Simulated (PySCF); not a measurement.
These are B3LYP-D3(BJ)/def2-TZVP // PBE-D3(BJ)/def2-SVP run with PySCF 2.14.0 values and carry that method's errors. Gas-phase values, no solvent. One relaxed conformer stands for a flexible species; it need not be the lowest. B3LYP has the VWN-RPA correlation part, as in Gaussian. 

Reference species: [Hf(Cl)(NH2)3] (neutral, multiplicity 1).

| Property | Result |
|---|---|
| charge on the central atom (Mulliken) | 1.34 e |
| HOMO | -7.03 eV |

Changed species: [Hf(Cl)2(NH2)2] (2 of 4 Cl replaced by NH2; the reference has 3 of 4 Cl replaced by NH2).

Task: Give the shifts of the charge on the central atom (Mulliken) and HOMO.

Result: the charge on the central atom (Mulliken) decreases by 0.04 e, to 1.30 e; the HOMO decreases by 0.44 eV, to -7.47 eV.
